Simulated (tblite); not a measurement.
Q: Give a GFN2-xTB geometry of `C=C/C(=C(/C)F)C(F)(F)F`.

A: 
Z-matrix in Å and degrees, rows numbered from 1:
```
C 
C   1  1.3282
C   2  1.4590  1  126.34
C   3  1.3451  2  121.67  1   179.66
C   4  1.4868  3  130.83  2  -179.68
F   4  1.3483  3  116.91  2     0.31
C   3  1.5029  2  116.58  1    -0.28
F   7  1.3451  3  112.00  2   -59.78
F   7  1.3450  3  112.06  2    59.63
F   7  1.3417  3  114.87  2   179.96
H   1  1.0755  2  123.77  3     0.08
H   1  1.0757  2  120.23  3  -179.87
H   2  1.0807  1  119.72  3   179.84
H   5  1.0884  4  111.20  3    59.23
H   5  1.0884  4  111.11  3   -60.74
H   5  1.0872  4  108.62  3   179.28
```

The 5 C–C bonds span 1.328 Å (C1=C2, drawn double) to 1.503 Å (C3–C7, drawn single), a spread of 0.175 Å. Of the pairs four or more bonds apart, C5···F10 is among the closest relative to their van der Waals radii: 2.69 Å, 85 % of the sum of Bondi's values.

Computed geometry: GFN2-xTB, gas phase.

Point group: Cs (tolerance 0.08 Å). Its GFN2-xTB frequencies are all real (lowest 23 cm⁻¹). The numbers are those of one conformer (C1–C2–C3–C4 180°).

Hardware: Arm Neoverse V2, one thread, shared host with 32 logical CPUs at a one-minute load of 21. Cost: 0.18 s. That covers the optimisation of the geometry.
